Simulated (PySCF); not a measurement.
Species: C2H8BFS.
Atom-mapped SMILES: `[BH3-:1][S@+:2]([CH3:3])[CH2:4][F:5]` (hydrogens: H6, H7, H8 on B1; H9, H10, H11 on C3; H12, H13 on C4)

Computed by this run: PBE0-D3(BJ)/def2-SVP geometry optimisation, gas phase (PySCF 2.14.0); density fitting, grid level 1; the optimiser is geomeTRIC in internal coordinates, started from a GFN2-xTB structure with every atom displaced at random (about 0.01 Å).

The end geometry, which sets the zero of energy:
```
atom  x, y, z in Å
B1      1.5528   -0.6239    0.5354
S2      0.3021    0.0436   -0.7994
C3     -0.3064    1.5966   -0.1247
C4     -1.1404   -1.0052   -0.4676
F5     -2.2109   -0.6046   -1.1934
H6      0.9394   -0.6029    1.5929
H7      1.8287   -1.7349    0.1122
H8      2.4718    0.1729    0.4543
H9     -1.2062    1.8993   -0.6757
H10    -0.5109    1.4768    0.9486
H11     0.4896    2.3386   -0.2681
H12    -1.3624   -0.9499    0.6104
H13    -0.8355   -2.0270   -0.7419
```

Task: These geometries come from the run, each turned onto the end geometry. Order them by energy, lowest first.
A.
```
atom  x, y, z in Å
B1      1.5552   -0.6242    0.5719
S2      0.3263    0.0225   -0.7845
C3     -0.2860    1.5835   -0.1244
C4     -1.1581   -1.0002   -0.4997
F5     -2.2089   -0.5253   -1.2056
H6      0.9230   -0.6130    1.6188
H7      1.8793   -1.7306    0.1659
H8      2.4520    0.1992    0.5029
H9     -1.2801    1.7781   -0.5498
H10    -0.3231    1.5260    0.9728
H11     0.4114    2.3713   -0.4354
H12    -1.3837   -0.9896    0.5784
H13    -0.8958   -2.0184   -0.8283
```
B.
```
atom  x, y, z in Å
B1      1.5576   -0.6466    0.5505
S2      0.3239    0.0514   -0.8622
C3     -0.3160    1.6012   -0.1417
C4     -1.0754   -1.0086   -0.4735
F5     -2.2146   -0.5998   -1.1644
H6      0.8959   -0.5638    1.5411
H7      1.8107   -1.7194    0.1854
H8      2.4757    0.1311    0.5093
H9     -1.2442    1.8563   -0.5838
H10    -0.4140    1.4730    0.9510
H11     0.4280    2.3685   -0.3310
H12    -1.3243   -0.9572    0.6028
H13    -0.8918   -2.0068   -0.8005
```
C.
```
atom  x, y, z in Å
B1      1.5424   -0.6382    0.5514
S2      0.3123    0.0494   -0.7987
C3     -0.3030    1.6031   -0.1301
C4     -1.1283   -0.9974   -0.4737
F5     -2.2052   -0.5789   -1.1833
H6      0.9018   -0.6351    1.5924
H7      1.8298   -1.7376    0.1090
H8      2.4614    0.1619    0.5105
H9     -1.2552    1.8431   -0.6207
H10    -0.4169    1.5172    0.9593
H11     0.4437    2.3714   -0.3685
H12    -1.3413   -0.9646    0.6068
H13    -0.8300   -2.0149   -0.7713
```
D.
```
atom  x, y, z in Å
B1      1.5658   -0.6139    0.5747
S2      0.3284   -0.0009   -0.7789
C3     -0.2854    1.5569   -0.1210
C4     -1.1794   -0.9951   -0.4987
F5     -2.1817   -0.4652   -1.2293
H6      0.9336   -0.5853    1.6214
H7      1.8947   -1.7326    0.1846
H8      2.4563    0.2103    0.4872
H9     -1.2987    1.7331   -0.5280
H10    -0.3081    1.5052    0.9743
H11     0.3957    2.3548   -0.4433
H12    -1.4014   -0.9729    0.5782
H13    -0.9084   -2.0151   -0.8380
```
E.
```
atom  x, y, z in Å
B1      1.5454   -0.6344    0.5667
S2      0.3222    0.0348   -0.7898
C3     -0.2941    1.5926   -0.1278
C4     -1.1418   -0.9970   -0.4913
F5     -2.2084   -0.5408   -1.1911
H6      0.9094   -0.6309    1.6108
H7      1.8600   -1.7343    0.1458
H8      2.4480    0.1849    0.5104
H9     -1.2749    1.7983   -0.5727
H10    -0.3496    1.5292    0.9683
H11     0.4180    2.3730   -0.4242
H12    -1.3560   -0.9836    0.5900
H13    -0.8667   -2.0125   -0.8122
```

Result: C (0.002 eV), E (0.007 eV), A (0.012 eV), D (0.035 eV), B (0.197 eV).

In the order of the answer:

| step | E above end (eV) | largest force (eV/Å) | rms force component (eV/Å) | rms distance from end (Å) | rms bond change (Å) | bond most changed (Å) |
| --- | --- | --- | --- | --- | --- | --- |
| 5 | 0.002 | 0.08 | 0.020 | 0.057 | 0.002 | B1–S2 +0.004 |
| 3 | 0.007 | 0.09 | 0.026 | 0.091 | 0.001 | S2–C3 +0.002 |
| 2 | 0.012 | 0.19 | 0.053 | 0.105 | 0.004 | S2–C4 +0.011 |
| 1 | 0.035 | 0.76 | 0.177 | 0.125 | 0.007 | S2–C4 +0.014 |
| 0 | 0.197 | 2.36 | 0.687 | 0.071 | 0.033 | B1–H7 -0.059 |

The cost below is that of the whole optimisation. Hardware: an Arm Neoverse V2 with one thread, shared host with 96 logical CPUs at a one-minute load of 46. Cost: 42 s of wall time, 0.48 GiB resident at most.
